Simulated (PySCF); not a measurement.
CH₃BBrF, SMILES B(C)(Br)F, CAM-B3LYP/def2-SVP optimised geometry. Atoms within 1.6 Å of the plane z = 1.0 Å (x, y, z in Å): B1 (-0.01, 0.39, 0.00), F2 (-0.59, 1.57, 0.00), Br3 (1.92, 0.39, 0.00), C4 (-0.83, -0.93, -0.01), H5 (-0.54, -1.57, 0.84), H7 (-1.92, -0.75, 0.03).

Calculation: PySCF with CAM-B3LYP/def2-TZVP.

Map of the deformation density (molecule minus spherical neutral atoms) (e/bohr³) on the plane z = 1.0 Å:

```
|333333333333333333333333333|
|333333333333333333333333333|
|333333333333333333333333333|
|333333333333333333333333333|
|333333333333332223333333333|
|333333333333322222333333333|
|333333333333322222333333333|
|333333333333222222233333333|
|333333222222222222333333333|
|333332222222222222333322223|
|333322222222111222333322223|
|333222222211000223333322222|
|333222222211000233333322222|
|332222222211101223333322222|
|332222222112211222333322223|
|332222222112222222333332233|
|332222222234322222233333333|
|332222222258522222233333333|
|332222222259412222233333333|
|333222222222112222233333333|
|333322222211112222333333333|
|333332222222222222333333333|
|333333222222222223333333333|
|333333322222222233333333333|
|333333333222223333333333333|
|333333333333333333333333333|
|333333333333333333333333333|
```
Scale: ten equal steps from -0.016 (start of '0') to 0.037 (end of '9'), in the order '0123456789'; x runs from -4.00 to 4.00, y from -4.00 (bottom) to 4.00 (top).
